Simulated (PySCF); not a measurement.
Te(GeH3)2 (Ge2H6Te), SMILES [Te]([GeH3])[GeH3].

Coordinates come from a B3LYP-D3(BJ)/def2-SVP optimisation. The structure was generated by enumeration, and PubChem lists no compound with its InChIKey, so it may never have been made. The def2 effective core potentials stand for the cores of Te; spin–orbit coupling is left out.

All values below come from B3LYP-D3(BJ)/def2-SVP (PySCF).

Frequencies are harmonic and unscaled.

```tsv
mode	ν (cm⁻¹)	IR (km/mol)	moving atoms (share of kinetic energy)
1	50	0.0	H 98 %
2	58	0.0	H 99 %
3	62	0.0	Ge 75 %, Te 17 %
4	229	2.3	Ge 62 %, Te 36 %
5	230	10.4	Ge 61 %, Te 38 %
6	481	4.5	H 96 %
7	509	0.0	H 97 %
8	513	10.0	H 96 %
9	532	2.8	H 93 %
10	786	487.6	H 98 %
11	822	169.2	H 97 %
12	868	0.0	H 99 %
13	870	69.4	H 99 %
14	881	17.1	H 99 %
15	887	75.1	H 99 %
16	2116	67.7	H 100 %
17	2120	86.3	H 100 %
18	2124	0.5	H 98 %
19	2128	201.3	H 98 %
20	2140	133.7	H 98 %
21	2142	70.4	H 98 %
```
